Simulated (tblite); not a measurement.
Compound: C4H8FNS (charge -1 and doublet state).
Atom-mapped SMILES: `[CH3:1][C@@H:2]([CH2:3][F:4])[C:5]([NH2:6])[S-:7]` (hydrogens: H8, H9, H10 on C1; H11 on C2; H12, H13 on C3; H14, H15 on N6)

A start from a force field or distance geometry was refined with GFN2-xTB geometry optimisation, gas phase (tblite). Values at the start:

```csv
coordinate,start
C1–C2,1.494 Å
C1–H8,1.120 Å
C2–C3,1.501 Å
C2–C5,1.530 Å
C2–H11,1.109 Å
C3–F4,1.354 Å
C3–H12,1.119 Å
C3–H13,1.118 Å
C5–N6,1.466 Å
C5–S7,1.765 Å
N6–H14,1.051 Å
N6–H15,1.042 Å
C1–C2–C3,115.2°
C1–C2–C5,112.6°
C2–C3–F4,109.2°
C2–C5–N6,105.1°
C2–C5–S7,112.5°
C3–C2–C5,107.4°
N6–C5–S7,108.3°
```

**Question.** How do these coordinates change at the GFN2-xTB level?

**Answer.** 
```tsv
coordinate	GFN2-xTB (Å or °)	change
C5–S7	1.716	-0.049
C1–C2	1.542	+0.048
C3–F4	1.392	+0.038
C5–N6	1.436	-0.030
C1–H8	1.091	-0.029
C3–H12	1.092	-0.027
N6–H15	1.017	-0.025
C2–C5	1.505	-0.025
C3–H13	1.093	-0.025
N6–H14	1.027	-0.024
C2–C3	1.520	+0.019
C2–H11	1.100	-0.009
N6–C5–S7	120.3	+12.0
C2–C5–N6	114.0	+8.9
C2–C5–S7	119.3	+6.8
C1–C2–C3	109.6	-5.6
C2–C3–F4	112.1	+2.9
C1–C2–C5	113.5	+0.9
C3–C2–C5	108.1	+0.7
```

The energy falls by 33.6 kcal/mol over 113 L-BFGS steps, the largest force on an atom goes from 2.05 to 0.007 eV/Å, and the atoms move by 1.095 Å rms after alignment. Among the bonds, C1–C2 and C5–S7 change most and about equally (-0.049 to +0.048 Å). Bonds longer at the end by more than 0.005 Å: 3 of 14; shorter: 11. Among the dihedrals that turn most is C2–C5–N6–H15, from -39° to -173°. Rotational constants go from 2734, 2009, 1477 to 3128, 1355, 1152 MHz.

Its GFN2-xTB frequencies are all real (lowest 52 cm⁻¹). Whether the extra electron is bound in the gas phase wasn't checked; a finite basis holds it in any case. 3 starts were optimised and ended at 0.00, 0.76 and 0.91 kcal/mol (GFN2-xTB); the lowest of these is shown.

One conformer stands for the species.

The numbers are calculated, not measured.
